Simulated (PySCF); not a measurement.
Computed Raman spectrum (relative Raman activity) of a molecule C₂H₈O₂Si. Coordinates come from a PBE-D3(BJ)/def2-SVP optimisation. One conformer was computed; it need not be the lowest. Level of theory: PBE-D3(BJ)/def2-SVP run with PySCF. Frequencies are harmonic and unscaled.

Lines under 2 % of the strongest are left out, and lines within 2 cm⁻¹ are merged.

```csv
ν (cm⁻¹),relative intensity
631,7.7
685,6.5
739,2.1
746,4.5
818,6.2
825,3.4
873,2.8
930,3.0
1135,2.1
1378,18
1420,15
1423,7.3
1425,13
2120,79
2902,100
2968,53
2986,96
3030,84
3088,57
3092,56
3778,72
```

Task: Identify the compound among the candidates.
A. CO[SiH2]CO
B. C[Si](C)(O)O
C. CC[SiH](O)O
D. CO[SiH](C)O

Result: D, CO[SiH](C)O
